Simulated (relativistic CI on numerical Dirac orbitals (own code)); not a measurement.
Slater and spin-orbit integrals, Tc XXVII

Calculated at this level of theory: Dirac-Coulomb-Breit CI, separate exchange-only KLI orbitals for each configuration, model QED (radiative potential, 1s self-energy scaled to tabulated hydrogen-like ionisation energies), unscaled Slater integrals (own radial code, finite nucleus).

Slater integrals F^k, G^k are unscaled and averaged over j, outside the closed core [Ne]; ζ comes from projecting the Hamiltonian with its Breit term on Σ l·s of the shell.

- 3s²3p⁵: ζ(3p) = 140860 cm⁻¹; <r>(3p) = 0.3626, <r^2>(3p) = 0.1516 (bohr units).
- 3s²3p⁴3d: F^2(3p,3p) = 273770, ζ(3p) = 140650, F^2(3p,3d) = 274560, G^1(3p,3d) = 295520, G^3(3p,3d) = 196900, ζ(3d) = 17414 cm⁻¹; <r>(3p) = 0.363, <r^2>(3p) = 0.152, <r>(3d) = 0.3247, <r^2>(3d) = 0.1222 (bohr units).
- 3s3p⁵3d: G^1(3s,3p) = 347400, ζ(3p) = 140560, G^2(3s,3d) = 221850, F^2(3p,3d) = 274330, G^1(3p,3d) = 295410, G^3(3p,3d) = 196790, ζ(3d) = 17568 cm⁻¹; <r>(3s) = 0.3725, <r^2>(3s) = 0.1579, <r>(3p) = 0.3633, <r^2>(3p) = 0.1522, <r>(3d) = 0.3251, <r^2>(3d) = 0.1225 (bohr units).

Averages of the first 10 configurations, taken without configuration mixing, which lowers the lowest level and can move excited configurations by several eV; other configurations of the list can lie among them:

| Configuration | Parity | States | Average energy above the lowest level (eV) |
| --- | --- | --- | --- |
| 3s²3p⁵ | odd | 6 | 16.0 |
| 3s3p⁶ | even | 2 | 130.0 |
| 3s²3p⁴3d | even | 150 | 150.0 |
| 3s3p⁵3d | odd | 120 | 258.9 |
| 3p⁶3d | even | 10 | 379.7 |
| 3s3p⁴3d² | even | 1350 | 392.2 |
| 3s²3p³3d4p | even | 1200 | 839.6 |
| 3p⁶4s | even | 2 | 897.4 |
| 3s²3p⁴4s | even | 30 | 665.8 |
| 3s3p⁴3d4s | even | 600 | 903.5 |
